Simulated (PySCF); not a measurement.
AlF4, SMILES [F][Al-]([F])([F])[F], charge -1.

Coordinates come from a PBE0-D3(BJ)/def2-SVPD optimisation. The isomer is the one that the SMILES or the coordinates give; other isomers of the formula were not compared.

Level of theory: PBE0-D3(BJ)/def2-SVPD run with PySCF.

Frequencies are harmonic and unscaled.

Modes within 1.5 cm⁻¹ of each other (mostly degenerate sets) share a row, with their intensities summed.

```json
[
 {"mode": "1–2", "ν (cm⁻¹)": "188", "IR (km/mol)": "0.0", "moving atoms (share of kinetic energy)": "F 100 %"},
 {"mode": "3–5", "ν (cm⁻¹)": "291", "IR (km/mol)": "122.0", "moving atoms (share of kinetic energy)": "F 79 %, Al 21 %"},
 {"mode": "6", "ν (cm⁻¹)": "605", "IR (km/mol)": "0.0", "moving atoms (share of kinetic energy)": "F 100 %"},
 {"mode": "7–9", "ν (cm⁻¹)": "784", "IR (km/mol)": "627.3", "moving atoms (share of kinetic energy)": "Al 53 %, F 47 %"}
]
```
